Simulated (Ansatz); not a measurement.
Born–Oppenheimer molecular dynamics of C₂H₃FSi (7 atoms, charge 0, multiplicity 1). It starts from a relaxed structure.

Level of theory: RKS PBE0-D4/cc-pVDZ (Ansatz).

```
ensemble                      : NVE (velocity Verlet)
time step                     : 0.25 fs
steps asked                   : 150
starting velocities drawn for : 700 K
masses                        : H 2.014 u
seed                          : 150713
```

Frames 0.25 fs apart, positions in Å, forces in eV/Å.

Velocities at 5.0 fs (Å/ps):

```
C -1.82 5.97 -5.20
C -3.17 -2.30 6.63
Si -1.90 1.74 1.20
F 3.65 -2.98 -0.55
H 13.84 5.09 3.31
H 9.28 -12.58 -4.47
H -1.27 -10.61 -19.02
```

```xyz
7
Properties=species:S:1:pos:R:3:forces:R:3 time_fs=5.0 energy_less_start_eV=0.240 T=330
C -0.998 1.188 -0.067 -2.02 2.62 0.46
C -0.189 0.193 -0.050 2.03 -2.20 -0.67
Si 0.953 -1.048 0.119 0.07 -0.49 -0.23
F 0.566 -2.656 -0.038 -0.05 0.59 0.08
H -1.297 1.781 -1.024 0.33 -0.98 1.64
H -1.398 1.485 0.963 0.06 0.24 -1.44
H 2.445 -0.987 -0.010 -0.43 0.23 0.16
7
Properties=species:S:1:pos:R:3:forces:R:3 time_fs=5.2 energy_less_start_eV=0.236 T=336
C -0.999 1.189 -0.069 -1.89 2.46 0.50
C -0.190 0.193 -0.048 1.95 -2.10 -0.70
Si 0.952 -1.048 0.120 0.09 -0.54 -0.24
F 0.567 -2.657 -0.038 -0.05 0.61 0.08
H -1.293 1.782 -1.023 0.31 -0.95 1.59
H -1.396 1.482 0.961 0.02 0.28 -1.40
H 2.445 -0.990 -0.015 -0.43 0.24 0.17
7
Properties=species:S:1:pos:R:3:forces:R:3 time_fs=5.5 energy_less_start_eV=0.230 T=344
C -0.999 1.191 -0.070 -1.74 2.28 0.53
C -0.191 0.192 -0.046 1.86 -1.99 -0.73
Si 0.952 -1.047 0.120 0.11 -0.59 -0.25
F 0.568 -2.657 -0.038 -0.05 0.63 0.09
H -1.290 1.783 -1.022 0.28 -0.91 1.52
H -1.394 1.479 0.960 -0.02 0.33 -1.35
H 2.445 -0.992 -0.019 -0.43 0.25 0.18
7
Properties=species:S:1:pos:R:3:forces:R:3 time_fs=5.8 energy_less_start_eV=0.223 T=355
C -1.000 1.193 -0.071 -1.57 2.08 0.57
C -0.191 0.191 -0.045 1.75 -1.85 -0.75
Si 0.952 -1.047 0.120 0.13 -0.65 -0.26
F 0.569 -2.658 -0.039 -0.05 0.65 0.09
H -1.286 1.784 -1.020 0.24 -0.86 1.44
H -1.391 1.476 0.957 -0.06 0.37 -1.28
H 2.444 -0.995 -0.024 -0.43 0.26 0.19
7
Properties=species:S:1:pos:R:3:forces:R:3 time_fs=6.0 energy_less_start_eV=0.216 T=367
C -1.001 1.195 -0.072 -1.39 1.85 0.62
C -0.192 0.190 -0.043 1.63 -1.70 -0.78
Si 0.951 -1.046 0.120 0.15 -0.70 -0.27
F 0.570 -2.659 -0.039 -0.06 0.67 0.10
H -1.282 1.784 -1.017 0.20 -0.80 1.35
H -1.389 1.473 0.955 -0.11 0.42 -1.21
H 2.443 -0.997 -0.028 -0.43 0.27 0.19
7
Properties=species:S:1:pos:R:3:forces:R:3 time_fs=6.2 energy_less_start_eV=0.208 T=379
C -1.002 1.197 -0.073 -1.19 1.60 0.66
C -0.192 0.189 -0.042 1.50 -1.53 -0.81
Si 0.951 -1.046 0.121 0.18 -0.76 -0.28
F 0.570 -2.659 -0.039 -0.06 0.68 0.10
H -1.278 1.784 -1.014 0.16 -0.74 1.24
H -1.387 1.470 0.952 -0.15 0.47 -1.12
H 2.442 -0.999 -0.033 -0.43 0.27 0.20
7
Properties=species:S:1:pos:R:3:forces:R:3 time_fs=6.5 energy_less_start_eV=0.201 T=390
C -1.003 1.199 -0.075 -0.98 1.33 0.71
C -0.192 0.188 -0.040 1.36 -1.35 -0.84
Si 0.950 -1.046 0.121 0.20 -0.81 -0.29
F 0.571 -2.660 -0.039 -0.06 0.70 0.11
H -1.274 1.784 -1.011 0.12 -0.67 1.12
H -1.384 1.468 0.949 -0.21 0.52 -1.03
H 2.441 -1.002 -0.037 -0.42 0.28 0.21
7
Properties=species:S:1:pos:R:3:forces:R:3 time_fs=6.8 energy_less_start_eV=0.194 T=400
C -1.004 1.201 -0.076 -0.75 1.04 0.76
C -0.193 0.187 -0.039 1.21 -1.16 -0.87
Si 0.950 -1.045 0.121 0.22 -0.87 -0.29
F 0.572 -2.661 -0.039 -0.06 0.71 0.11
H -1.270 1.784 -1.007 0.07 -0.58 0.98
H -1.382 1.465 0.945 -0.26 0.57 -0.92
H 2.440 -1.004 -0.042 -0.42 0.29 0.22
7
Properties=species:S:1:pos:R:3:forces:R:3 time_fs=7.0 energy_less_start_eV=0.189 T=408
C -1.004 1.203 -0.077 -0.52 0.74 0.82
C -0.193 0.186 -0.038 1.05 -0.97 -0.90
Si 0.949 -1.045 0.122 0.24 -0.93 -0.30
F 0.573 -2.661 -0.039 -0.07 0.72 0.12
H -1.267 1.783 -1.004 0.02 -0.49 0.83
H -1.380 1.463 0.941 -0.32 0.62 -0.80
H 2.439 -1.006 -0.046 -0.41 0.30 0.23
7
Properties=species:S:1:pos:R:3:forces:R:3 time_fs=7.2 energy_less_start_eV=0.186 T=412
C -1.006 1.205 -0.078 -0.28 0.43 0.88
C -0.193 0.184 -0.036 0.89 -0.76 -0.93
Si 0.949 -1.045 0.122 0.27 -0.99 -0.30
F 0.574 -2.662 -0.039 -0.07 0.74 0.12
H -1.263 1.782 -1.000 -0.03 -0.40 0.67
H -1.378 1.461 0.937 -0.38 0.68 -0.68
H 2.437 -1.008 -0.050 -0.40 0.31 0.23
7
Properties=species:S:1:pos:R:3:forces:R:3 time_fs=7.5 energy_less_start_eV=0.186 T=413
C -1.006 1.208 -0.079 -0.04 0.11 0.95
C -0.193 0.183 -0.035 0.73 -0.56 -0.95
Si 0.948 -1.044 0.122 0.29 -1.05 -0.31
F 0.575 -2.662 -0.039 -0.07 0.75 0.13
H -1.259 1.782 -0.995 -0.09 -0.29 0.49
H -1.376 1.459 0.933 -0.44 0.73 -0.54
H 2.436 -1.010 -0.054 -0.38 0.32 0.24
7
Properties=species:S:1:pos:R:3:forces:R:3 time_fs=7.8 energy_less_start_eV=0.188 T=410
C -1.008 1.210 -0.080 0.21 -0.22 1.01
C -0.193 0.182 -0.034 0.57 -0.36 -0.98
Si 0.948 -1.044 0.122 0.31 -1.11 -0.32
F 0.576 -2.663 -0.040 -0.08 0.76 0.13
H -1.255 1.781 -0.991 -0.14 -0.18 0.31
H -1.375 1.458 0.928 -0.50 0.78 -0.40
H 2.434 -1.011 -0.059 -0.37 0.33 0.24
```

Of the whole run (38 fs, mean temperature of the second half 322 K): The conserved energy stayed within 0.074 meV per atom of its start (net change 0.0097 meV per atom), so the integration is sound. A run of 0.037 ps of so small a system gives no equilibrium averages.

Time of the run: 10 min on 1 thread of Arm Neoverse N1, with other jobs on the host, peak memory 0.13 GiB.
